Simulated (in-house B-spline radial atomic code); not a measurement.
## Nb VIII (Nb7+): [He] 2s2 (2p1/2)1 (2p3/2)3 3s2 3p6 3d10 4s2 4p6 (with a hole in an inner shell)

All numbers are computed (Dirac-Hartree-Fock, average of the jj configuration; Fermi nucleus of rms radius 4.324 fm) with a B-spline radial code for spherical atoms, not measured.

Z_r = [3n² - l(l+1)]/(2<r>); Z_e = n√(-2ε); the last column is Slater's effective charge. Values are occupation-weighted means over j. An effective charge above Z reflects the relativistic contraction of the inner shells.

```json
{"shell": "1s", "electrons": "2", "ε (eV)": "-19508", "<r> (bohr)": "0.03602", "Z_r": "41.64", "Z_e": "37.87", "Slater": "40.70"}
{"shell": "2s", "electrons": "2", "ε (eV)": "-3009.6", "<r> (bohr)": "0.1552", "Z_r": "38.65", "Z_e": "29.75", "Slater": "37.55"}
{"shell": "2p", "electrons": "4", "ε (eV)": "-2745.7", "<r> (bohr)": "0.1363", "Z_r": "36.69", "Z_e": "28.41", "Slater": "37.55"}
{"shell": "3s", "electrons": "2", "ε (eV)": "-653.59", "<r> (bohr)": "0.424", "Z_r": "31.84", "Z_e": "20.79", "Slater": "31.45"}
{"shell": "3p", "electrons": "6", "ε (eV)": "-554.02", "<r> (bohr)": "0.4211", "Z_r": "29.69", "Z_e": "19.14", "Slater": "31.45"}
{"shell": "3d", "electrons": "10", "ε (eV)": "-391.15", "<r> (bohr)": "0.3976", "Z_r": "26.41", "Z_e": "16.09", "Slater": "21.85"}
{"shell": "4s", "electrons": "2", "ε (eV)": "-184.03", "<r> (bohr)": "1.039", "Z_r": "23.10", "Z_e": "14.71", "Slater": "15.25"}
{"shell": "4p", "electrons": "6", "ε (eV)": "-150.05", "<r> (bohr)": "1.109", "Z_r": "20.74", "Z_e": "13.28", "Slater": "15.25"}
```

The least bound orbital is 4p3/2 at -149.1 eV, and it is also the most diffuse (<r> = 1.115 bohr). The part-filled 2p shell lies below the filled 4p shell in orbital energy.

For the 1s electron the small component carries 2.24 % of the norm, the zero-frequency Breit interaction raises the level by 33.61 eV, self-energy by 19.52 eV, and vacuum polarisation lowers it by 2.217 eV.
